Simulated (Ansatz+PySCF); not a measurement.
The numbers below are computed, except where a source is named.
Several solutions for sextet FeF

```yaml
atoms:
  - { symbol: Fe, position_ang: [0.0000, 0.0000, 0.0000] }
  - { symbol: F, position_ang: [0.0000, 0.0000, 1.7800] }
```

Basis set: def2-SVP (spherical functions). Charge 0, multiplicity 6.

ωB97X (unrestricted) was run from several starts with Ansatz (development build ahead of 0.2.0) and PySCF 2.14.0.

| run | program | start | converged | energy (hartree) | <S²> |
| --- | --- | --- | --- | --- | --- |
| A | Ansatz | search for the lowest state | yes | -1363.26806 | 8.75 |
| B | Ansatz | stability test followed | yes | -1363.26805 | – |
| C | Ansatz | atomic start, no search | yes | -1363.26805 | – |
| D | PySCF | guess minao, instabilities followed | yes | -1363.26811 | 8.75 |
| E | Ansatz | stability test followed | yes | -1363.26806 | 8.75 |
| F | Ansatz | atomic start, no search | yes | -1363.26806 | 8.75 |
| G | PySCF | guess atom, instabilities followed | yes | -1363.26811 | 8.75 |
| H | PySCF | program defaults | no | – | – |

Problem. Which runs reached the lowest solution of this kind, and what is wrong with the others?

Solution. A, B, C, D, E, F, G reached the lowest solution found or ended within 0.01 eV of it (a small difference can mark another solution nearby). Not converged: H. Caution: other spin multiplicities were not run.
